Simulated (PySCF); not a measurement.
C₂H₈FNSi₂, SMILES C=C[SiH2][Si@H](N)F. Geometry: B3LYP-D3(BJ)/def2-SVP. The structure was generated by enumeration; whether it is a known compound was not checked. One conformer was computed; it need not be the lowest.

Computed equilibrium geometry at B3LYP-D3(BJ)/def2-SVP (PySCF confirms it by a frequency run) as bond lengths and angles (one conformer of several):
Atoms: C1 C2 Si3 Si4 N5 F6 H7 H8 H9 H10 H11 H12 H13 H14. Bond lengths (Å): C1–C2 1.340, C1–H7 1.096, C1–H8 1.096, C2–Si3 1.874, C2–H9 1.099, Si3–Si4 2.346, Si3–H10 1.496, Si3–H11 1.496, Si4–N5 1.718, Si4–F6 1.644, Si4–H12 1.489, N5–H13 1.015, N5–H14 1.016. Angles (°): C2–C1–H7 121.9, C2–C1–H8 122.1, H7–C1–H8 116.1, C1–C2–Si3 124.0, C1–C2–H9 118.0, Si3–C2–H9 117.9, C2–Si3–Si4 111.9, C2–Si3–H10 109.0, C2–Si3–H11 110.7, Si4–Si3–H10 108.5, Si4–Si3–H11 108.2, H10–Si3–H11 108.5, Si3–Si4–N5 108.7, Si3–Si4–F6 106.6, Si3–Si4–H12 115.3, N5–Si4–F6 113.6, N5–Si4–H12 107.3, F6–Si4–H12 105.5, Si4–N5–H13 121.1, Si4–N5–H14 121.6, H13–N5–H14 111.2.
Charge 0, spin multiplicity 1.
